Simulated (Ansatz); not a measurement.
`N[Si](O)(O)F`, relaxed with RKS PBE0-D4/def2-TZVP in the Gaussian-basis code of Ansatz from a PBE-D4/def2-SVP geometry. The force threshold is 0.005 eV/Å; the program also tests the step.

The species carries charge 0 and has multiplicity 1.

Start:

```xyz
9

N     1.023    0.219    0.931
Si   -0.328    0.109   -0.113
O    -0.834   -1.473   -0.006
O     0.069    0.651   -1.636
F    -1.611    1.055    0.259
H     1.555    1.089    0.992
H     1.015   -0.282    1.821
H    -1.764   -1.604   -0.258
H     0.874    0.235   -1.989
```

```tsv
step	energy (eV)	largest force (eV/Å)	largest move (Å)
1	-16241.7561	1.104	0.000
2	-16241.8284	0.670	0.021
3	-16241.8557	0.081	0.025
4 (rejected)	-16241.8557	0.344	0.070
5	-16241.8588	0.051	0.034
6	-16241.8593	0.167	0.040
7	-16241.8603	0.027	0.017
8 (rejected)	-16241.8602	0.033	0.014
9	-16241.8604	0.010	0.006
10	-16241.8604	0.002	0.004
```

End:

```xyz
9

N     0.985    0.234    0.944
Si   -0.328    0.120   -0.109
O    -0.821   -1.431   -0.018
O     0.079    0.646   -1.596
F    -1.577    1.042    0.246
H     1.558    1.060    0.981
H     0.999   -0.282    1.807
H    -1.731   -1.613   -0.254
H     0.837    0.224   -2.002
```

It took 19 s on 4 threads of a server CPU on a shared host, with 0.44 GiB of host memory at the peak.
